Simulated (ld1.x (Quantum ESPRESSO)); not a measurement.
**An all-electron radial function and its pseudo partner (niobium (Nb))**

Columns: radius, all-electron u(r) and pseudo u(r) of the 5s shell (level -4.20 eV) of niobium in the configuration [Ar] 3d10 4s2 4p6 4d4 5s1 5p0; LDA (PZ), scalar-relativistic, TM scheme, ld1.x (Quantum ESPRESSO) 7.5.

```json
{"r (bohr)": "0.145", "all-electron": "-0.0729", "pseudo": "0.0106"}
{"r (bohr)": "0.290", "all-electron": "0.1540", "pseudo": "0.0218"}
{"r (bohr)": "0.435", "all-electron": "0.0995", "pseudo": "0.0342"}
{"r (bohr)": "0.580", "all-electron": "-0.0781", "pseudo": "0.0484"}
{"r (bohr)": "0.725", "all-electron": "-0.2154", "pseudo": "0.0651"}
{"r (bohr)": "0.870", "all-electron": "-0.2672", "pseudo": "0.0851"}
{"r (bohr)": "1.015", "all-electron": "-0.2443", "pseudo": "0.1092"}
{"r (bohr)": "1.160", "all-electron": "-0.1718", "pseudo": "0.1381"}
{"r (bohr)": "1.305", "all-electron": "-0.0733", "pseudo": "0.1725"}
{"r (bohr)": "1.450", "all-electron": "0.0338", "pseudo": "0.2124"}
{"r (bohr)": "1.595", "all-electron": "0.1384", "pseudo": "0.2574"}
{"r (bohr)": "1.740", "all-electron": "0.2343", "pseudo": "0.3063"}
{"r (bohr)": "1.885", "all-electron": "0.3181", "pseudo": "0.3571"}
{"r (bohr)": "2.030", "all-electron": "0.3889", "pseudo": "0.4073"}
{"r (bohr)": "2.175", "all-electron": "0.4468", "pseudo": "0.4541"}
{"r (bohr)": "2.320", "all-electron": "0.4926", "pseudo": "0.4948"}
{"r (bohr)": "2.465", "all-electron": "0.5273", "pseudo": "0.5278"}
{"r (bohr)": "2.610", "all-electron": "0.5524", "pseudo": "0.5524"}
{"r (bohr)": "2.755", "all-electron": "0.5689", "pseudo": "0.5689"}
{"r (bohr)": "2.900", "all-electron": "0.5781", "pseudo": "0.5781"}
{"r (bohr)": "3.045", "all-electron": "0.5812", "pseudo": "0.5812"}
{"r (bohr)": "3.190", "all-electron": "0.5790", "pseudo": "0.5790"}
{"r (bohr)": "3.335", "all-electron": "0.5725", "pseudo": "0.5725"}
{"r (bohr)": "3.480", "all-electron": "0.5625", "pseudo": "0.5625"}
{"r (bohr)": "3.625", "all-electron": "0.5495", "pseudo": "0.5495"}
{"r (bohr)": "3.770", "all-electron": "0.5343", "pseudo": "0.5343"}
```

Q: How many radial nodes do the two functions have?

A: The all-electron 5s function has n − l − 1 = 4 (the table is too coarse to show those close to the nucleus); the pseudo-wave has 0, since the states of the same l below it are removed with the core.

Q: At about which radius was the pseudo-wave matched?

A: 2.90 bohr. The columns agree to 0.0005 from 2.61 bohr on; several derivatives are matched, so the curves merge somewhat inside the radius.

Q: Where does each function peak?

A: Outermost all-electron maximum near 3.04 bohr, pseudo maximum near 3.04 bohr (to the table’s step).

Q: Is the pseudo-wave norm-conserving?

A: Yes: the TM scheme keeps the norm inside the radius equal to the all-electron one, which fixes the energy derivative of the logarithmic derivative at the level.
